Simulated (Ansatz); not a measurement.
One geometry of C2H7NOSn (`N=C(O)[CH2][SnH3]`), several functionals.

```yaml
crystal:
  periodic: [false, false, false]
  atoms:
    - {symbol: N, position_ang: [-2.059669, 0.825064, 0.336555]}
    - {symbol: C, position_ang: [-0.821345, 0.878230, 0.081096]}
    - {symbol: O, position_ang: [-0.051846, 1.755547, 0.760391]}
    - {symbol: C, position_ang: [-0.018067, 0.069275, -0.864825]}
    - {symbol: Sn, position_ang: [1.310941, -1.270017, 0.203955]}
    - {symbol: H, position_ang: [-2.528162, 0.133806, -0.239029]}
    - {symbol: H, position_ang: [-0.649305, 2.224655, 1.358505]}
    - {symbol: H, position_ang: [0.623483, 0.713826, -1.468568]}
    - {symbol: H, position_ang: [-0.658722, -0.518300, -1.519850]}
    - {symbol: H, position_ang: [2.698442, -0.426001, 0.715181]}
    - {symbol: H, position_ang: [1.760176, -2.523023, -0.867442]}
    - {symbol: H, position_ang: [0.471072, -1.918062, 1.538135]}
basis:
  gaussian: {orbitals: def2-TZVPP}
hamiltonian: {xc: r2scan, dispersion: d4}
output: {forces: true, orbitals: {seedname: orbitals}}
```

```sh
$ ansatz run in.yaml --threads 4 --pin off --events-out ev --progress --plain
```

It prints (some lines left out):

```
Functional definition: r2SCAN
1467 factors; their error is unknown
mean field evaluation 1: about -11545.3911 eV, gradient 7.7e1 eV
mean field evaluation 2: about -11522.9744 eV, gradient 1.2e2 eV
mean field evaluation 4: about -11556.8884 eV, gradient 1.7e1 eV
mean field evaluation 8: about -11557.4753 eV, gradient 9.4e-2 eV
mean field evaluation 16: about -11557.4585 eV, gradient 5.7e-4 eV
mean field -11557.45847014 eV, -424.7287648509 hartree, gradient 3.6e-5 eV, S^2 0.000000; 0 other end points of the search recorded, 0 dependent functions left out
reference -11557.45848629 eV, -424.7287654443 hartree; 28, 28 occupied and 244, 244 virtual orbitals, 1467 factors
Total energy: -11557.52342912 eV, -424.7311520494 hartree
Atom 0 at    -2.059669     0.825064     0.336555 Å, force    -0.368403     0.029185     0.121238 eV/Å
Atom 1 at    -0.821345     0.878230     0.081096 Å, force     0.072555    -0.190187    -0.201650 eV/Å
Atom 2 at    -0.051846     1.755547     0.760391 Å, force     0.264643     0.186309     0.127102 eV/Å
Atom 3 at    -0.018067     0.069275    -0.864825 Å, force     0.001243     0.025743    -0.106787 eV/Å
Atom 4 at     1.310941    -1.270017     0.203955 Å, force     0.068867    -0.058347     0.039705 eV/Å
Atom 5 at    -2.528162     0.133806    -0.239029 Å, force    -0.005973    -0.026000    -0.022993 eV/Å
Atom 6 at    -0.649305     2.224655     1.358505 Å, force    -0.043445     0.024014     0.033515 eV/Å
Atom 7 at     0.623483     0.713826    -1.468568 Å, force     0.016658    -0.012511     0.002806 eV/Å
Atom 8 at    -0.658722    -0.518300    -1.519850 Å, force     0.008750     0.006178     0.011957 eV/Å
Atom 9 at     2.698442    -0.426001     0.715181 Å, force    -0.011732    -0.001973    -0.001900 eV/Å
Atom 10 at     1.760176    -2.523023    -0.867442 Å, force    -0.003327     0.007177     0.006581 eV/Å
Atom 11 at     0.471072    -1.918062     1.538135 Å, force     0.000165     0.010410    -0.009574 eV/Å
Dipole moment:     0.151377    -0.148659    -0.226681 e Å
```

Run time 2.6 s (4 threads of a server CPU on a shared host); peak host memory 0.41 GiB.

With the line `hamiltonian: {xc: {name: wB97M-V}}` (abridged; 6.5 s):

```
Functional definition: wB97M-V
mean field evaluation 16: about -11554.7227 eV, gradient 2.0e-4 eV
mean field -11554.72269948 eV, -424.6282271334 hartree, gradient 6.9e-5 eV, S^2 0.000000
Total energy: -11554.72276284 eV, -424.6282294620 hartree
Atom 0 force    -0.020569    -0.018591    -0.009499 eV/Å
Atom 1 force    -0.239354    -0.076094    -0.051675 eV/Å
Atom 2 force     0.091265     0.174992     0.171450 eV/Å
Atom 3 force     0.187139    -0.185091    -0.151697 eV/Å
Atom 4 force     0.020122    -0.016080     0.018511 eV/Å
Atom 5 force     0.034633     0.027630     0.015722 eV/Å
Atom 6 force     0.053505    -0.018311    -0.027806 eV/Å
Atom 7 force    -0.082630    -0.029162     0.042335 eV/Å
Atom 8 force     0.034733     0.058291     0.039543 eV/Å
Atom 9 force    -0.095000    -0.051660    -0.034426 eV/Å
Atom 10 force    -0.031805     0.087387     0.071130 eV/Å
Atom 11 force     0.047962     0.046690    -0.083587 eV/Å
Dipole moment:     0.156452    -0.167216    -0.231082 e Å
```

Changing it to `hamiltonian: {xc: hse06, dispersion: d4}` and no forces (abridged; 2.1 s):

```
Functional definition: HSE06
mean field evaluation 16: about -11551.6400 eV, gradient 3.7e-4 eV
mean field -11551.63998730 eV, -424.5149395506 hartree, gradient 6.4e-5 eV, S^2 0.000000
Total energy: -11551.84734853 eV, -424.5225599352 hartree
```

The same input with `hamiltonian: {xc: {name: B3LYP}, dispersion: d4}` (abridged; 3.1 s):

```
Functional definition: B3LYP
mean field evaluation 16: about -11560.5348 eV, gradient 5.9e-4 eV
mean field -11560.53478119 eV, -424.8418171969 hartree, gradient 3.7e-5 eV, S^2 0.000000
Total energy: -11560.95598288 eV, -424.8572960735 hartree
Atom 0 force    -0.167475    -0.061951    -0.005970 eV/Å
Atom 1 force    -0.078428    -0.118430    -0.153270 eV/Å
Atom 2 force     0.151481     0.226892     0.191760 eV/Å
Atom 3 force    -0.063779     0.059850    -0.265534 eV/Å
Atom 4 force     0.119961    -0.119225     0.074669 eV/Å
Atom 5 force    -0.040475     0.015416     0.022217 eV/Å
Atom 6 force     0.034444     0.052650     0.041804 eV/Å
Atom 7 force    -0.047811    -0.050466     0.026753 eV/Å
Atom 8 force     0.051098     0.041248     0.034560 eV/Å
Atom 9 force     0.050512     0.026289     0.020643 eV/Å
Atom 10 force     0.019251    -0.048883    -0.036301 eV/Å
Atom 11 force    -0.028779    -0.023390     0.048669 eV/Å
Dipole moment:     0.145844    -0.156188    -0.232759 e Å
```

With the line `hamiltonian: {xc: {name: B2PLYP}}` and no forces (abridged; 3.6 s):

```
Functional definition: B2PLYP
mean field evaluation 16: about -11538.2888 eV, gradient 3.7e-4 eV
mean field -11538.28881509 eV, -424.0242930215 hartree, gradient 2.2e-6 eV, S^2 0.000000
8 core orbitals not correlated: weight in the atoms' cores, before any rotation towards them, 1.000 or more for the frozen orbitals, at most 0.000 for the correlated occupied ones
second order -36.48680216 eV of doubles, -0.00000000 eV of singles
Total energy: -11548.14044381 eV, -424.3863336992 hartree
```

Changing it to `hamiltonian: {xc: {name: PBE-QIDH}}` and no forces (abridged; 3.9 s):

```
Functional definition: PBE-QIDH
mean field evaluation 16: about -11534.5246 eV, gradient 3.2e-4 eV
mean field -11534.52456234 eV, -423.8859592845 hartree, gradient 3.1e-6 eV, S^2 0.000000
8 core orbitals not correlated: weight in the atoms' cores, before any rotation towards them, 1.000 or more for the frozen orbitals, at most 0.000 for the correlated occupied ones
second order -33.93888010 eV of doubles, -0.00000000 eV of singles
Total energy: -11545.83753747 eV, -424.3017034521 hartree
```

HSE06 is the plane-wave form, built on full-range PBE exchange.

B3LYP takes the VWN-RPA correlation (the form of Gaussian; ORCA's B3LYP/G).
